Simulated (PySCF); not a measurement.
Atom-mapped SMILES (the numbers label the heavy atoms): `[O:1]=[C:2]([OH:3])[C:4]([F:5])([F:6])[Si@@H:7]1[CH2:8][SiH2:9][SiH2:10]1` (H(Xn): hydrogen on atom n). Ha(C8), Ha(Si9), Ha(Si10) are cis to C4 on the ring; Hb(C8), Hb(Si9), Hb(Si10) are trans to C4 on the ring.

PySCF 2.14 calculation with geometry from GFN2-xTB and shielding tensors at PBE0/pcSseg-1 (GIAO); non-relativistic, in vacuum, single conformer.

Chemical shifts δ = σref − σ; ¹³C (σ = 186.93 ppm) and ¹H (σ = 31.72 ppm) and ²⁹Si (σ = 349.16 ppm) against TMS; ¹⁷O (σ = 336.08 ppm) against H2O; CFCl3 for ¹⁹F (σ = 170.95 ppm), all at this level.

| atoms | nucleus | count | δ (ppm) |
| --- | --- | --- | --- |
| Si10 | ²⁹Si | 1 | ? |
| O1 | ¹⁷O | 1 | ? |
| C4 | ¹³C | 1 | 128.1 |
| H(Si7) | ¹H | 1 | 5.10 |
| Si9 | ²⁹Si | 1 | -56.2 |
| H(O3) | ¹H | 1 | 6.49 |
| Hb(C8) | ¹H | 1 | 0.70 |
| Hb(Si10) | ¹H | 1 | 4.60 |
| O3 | ¹⁷O | 1 | 210.7 |
| F5 | ¹⁹F | 1 | ? |
| C2 | ¹³C | 1 | 171.3 |
| Ha(Si9) | ¹H | 1 | ? |
| Hb(Si9) | ¹H | 1 | 4.70 |
| Si7 | ²⁹Si | 1 | -7.5 |
| Ha(Si10) | ¹H | 1 | ? |
| Ha(C8) | ¹H | 1 | 1.03 |
| F6 | ¹⁹F | 1 | ? |
| C8 | ¹³C | 1 | -0.2 |

Task: Fill in the missing shifts.

Result: 
- Ha(Si9): 4.74 ppm, hydrogen on a silicon bonded to C, Si, in a 4-membered ring
- Ha(Si10): 4.72 ppm, hydrogen on a silicon bonded to 2 Si, in a 4-membered ring
- O1: 442.5 ppm, carbonyl oxygen
- F5: -139.1 ppm, fluorine of a CF2 group
- F6: -145.1 ppm, fluorine of a CF2 group
- Si10: -71.2 ppm, silicon bonded to 2 Si, 2 H, in a 4-membered ring

OH and NH positions are those of a molecule without intermolecular hydrogen bonds; in solution they move with solvent, concentration and temperature, and exchange usually removes their couplings. Shifts are as computed. Against solution values, carbons near 30 ppm lie about +3 ppm off and those near 130 ppm about +5 ppm. Of 1211 compounds with measured shifts, 218 miss one by over three times the rms of a fit or turn the order of signals round; such compounds aren't used in these exercises. In solution the two oxygens of a carboxylic acid exchange roles by proton transfer and give one 17O line. Hydrogen bonding in solution shields acid and N–H amide carbonyl oxygens by tens of ppm. The C=O carbon of an acid or of an amide with N–H lies up to 10 ppm further downfield in solution, through hydrogen bonding that the calculation lacks. Unscaled 19F shifts against computed CFCl3 carry errors that often reach 10 to 50 ppm. Unscaled 17O shifts of doubly bonded oxygen tend to come out too high, by tens of ppm or more. Experimental scales use liquid or dissolved standards, which lie at an offset from isolated H2O (liquid H2O: subtract about 36 ppm).
